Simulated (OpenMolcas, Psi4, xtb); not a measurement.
SnSiH5O (SMILES [SiH3][O][SnH2]): the energy, rung by rung

SnSiH5O has 8 atoms, charge 0, and is taken as a doublet. As SMILES, `[SiH3][O][SnH2]`. The shape is that of a PBE0-D4/def2-TZVP optimisation. This is one conformer, not always the lowest.

```
atom    x (Å)    y (Å)    z (Å)
  Si  -0.7379   1.0751  -0.4808
   O   0.5869   0.3062   0.0788
  Sn   0.9565  -1.3321   1.1080
   H  -1.8779   0.1277  -0.6588
   H  -0.4246   1.6964  -1.7946
   H  -1.1735   2.1423   0.4619
   H   2.6654  -1.4891   0.9505
   H   0.0974  -2.5837   0.2792
```

Quantity: the energy change with the Sn3–H8 bond stretched from 1.730 to 2.249 Å, in eV. The values are calculated.

```tsv
level	kind	program	value (eV)	CPU time (all runs)
GFN-FF	force field	xtb	1.48	under 2 s
GFN0-xTB	semi-empirical	xtb	0.53	under 2 s
UHF/def2-SVPD (core potential)	Hartree–Fock	OpenMolcas	0.92	77 s
USVWN5/def2-SVPD (core potential)	LDA	OpenMolcas	0.71	2.7 min
U-revPBE/def2-SVPD (core potential)	GGA	OpenMolcas	0.65	4 min
UPBE/def2-SVPD (core potential)	GGA	OpenMolcas	0.67	4.2 min
U-r2SCAN/def2-SVPD (core potential)	meta-GGA	OpenMolcas	0.77	5.5 min
UM06-2X/def2-SVPD (core potential)	hybrid meta-GGA	Psi4	0.83	3.8 min
UCAM-B3LYP/def2-SVPD (core potential)	range-separated hybrid	Psi4	0.83	2.7 min
```

The first shape isn't each level's own minimum. The values span 0.53 to 1.48 eV. Spin contamination of the reference (⟨S²⟩ at least 0.1 too high) touches UHF/def2-SVPD. Times are those of the runs behind each value, whatever else they computed, on shared processors of several kinds: orders of magnitude only.
